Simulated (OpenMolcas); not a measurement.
Re4+ in a point-charge field

Re4+ among 4 point charges of -2 e arranged as a tetrahedron (Td), 1.83 Å from the ion.

```
Program             : OpenMolcas 26.06
Method              : CASSCF
Basis               : ANO-RCC-VTZP [8s7p5d3f2g1h]
Scalar Hamiltonian  : DKH2, point nucleus
Active space        : 3 electrons in 5 orbitals (5d)
State averaging     : 2S+1 = 4 even, 10 roots; 2S+1 = 2 even, 40 roots
Spin-orbit coupling : RASSI with atomic mean-field integrals over the reference wave functions
```

The lowest spin-free states (labels of Td), above the lowest:

```csv
State,Degeneracy,E (cm-1),Free-ion L (%)
4T1,3,0.0,F (98)
4T2,3,4911,F (100)
2E,2,10092,G (50)
4A2,1,10302,F (100)
2T1,3,14340,G (61)
2T2,3,14714,G (80)
4T1,3,16136,P (98)
2A1,1,17739,G (100)
2T1,3,18368,P (65)
2T2,3,20723,H (65)
2T1,3,21764,H (69)
2E,2,22515,H (59)
2T1,3,25270,H (60)
2T2,3,25509,D (70)
2E,2,26588,G (45)
2T2,3,32857,F (95)
2T1,3,33425,F (89)
2A2,1,33546,F (100)
2E,2,51121,D (99)
2T2,3,51154,D (95)
```

The lowest levels with spin-orbit coupling:

| E (cm-1) | Degeneracy | Label | 2S+1 | g |
| --- | --- | --- | --- | --- |
| 0.0 | 4 | Γ8 | 4 (88 %) |  |
| 3470 | 2 | Γ7 | 4 | 1.92 1.92 1.92 |
| 5603 | 4 | Γ8 | 4 |  |
| 8776 | 2 | Γ6 | 4 | 1.47 1.47 1.47 |
| 9331 | 4 | Γ8 | 4 (89 %) |  |
| 10105 | 2 | Γ7 | 4 (89 %) | 3.68 3.68 3.68 |
| 11917 | 2 | Γ6 | 4 (79 %) | 0.33 0.33 0.33 |
| 12084 | 4 | Γ8 | 4 (59 %) |  |
| 15145 | 4 | Γ8 | 2 (56 %) |  |
| 16534 | 4 | Γ8 | 4 (60 %) |  |
| 17580 | 2 | Γ6 | 4 (58 %) | 2.25 2.25 2.25 |
| 18902 | 4 | Γ8 | 4 (52 %) |  |
| 20188 | 2 | Γ6 | 2 (77 %) | 0.01 0.01 0.01 |
| 20192 | 2 | Γ7 | 2 (88 %) | 2.42 2.42 2.42 |
| 21060 | 4 | Γ8 | 2 (72 %) |  |
| 23203 | 2 | Γ6 | 2 (76 %) | 1.45 1.45 1.45 |
| 23669 | 4 | Γ8 | 4 (81 %) |  |
| 23685 | 2 | Γ7 | 4 | 2.49 2.49 2.49 |
| 24854 | 4 | Γ8 | 2 (71 %) |  |
| 27228 | 4 | Γ8 | 2 (69 %) |  |

Powder χT (cm3 K/mol): 0.0986 at 2 K, 0.0996 at 10 K, 0.105 at 50 K, 0.112 at 100 K, 0.125 at 200 K, 0.138 at 300 K. The effective moment at 300 K is 2.828 √(χT) = 1.05 μB.

A least-squares ligand-field fit to the states below 45000 cm-1, each weighted by its degeneracy and with a free common offset, gives 10Dq = -5713 cm-1 (negative for this site), B = 793 cm-1 and C = 3406 cm-1 (C/B = 4.30), with an rms deviation of 249 cm-1.

Spin-orbit coupling mixes the spin-free states strongly: the lowest level takes only 67 % from its leading state, 4T1. Without dynamic correlation the repulsion within the d shell is too large (B by tens of per cent), so at a given field states of lower spin stand too high. Point charges give a weaker field than real ligands, and real ions of this kind are as a rule low spin; the high spin found here belongs to the model. This is an electrostatic model: the charges have no orbitals. No measured value stands beside these numbers.

The RASSCF and RASSI steps took 19 s on 1 thread of Arm Neoverse V2, with other jobs on the host; the integral step is not counted.
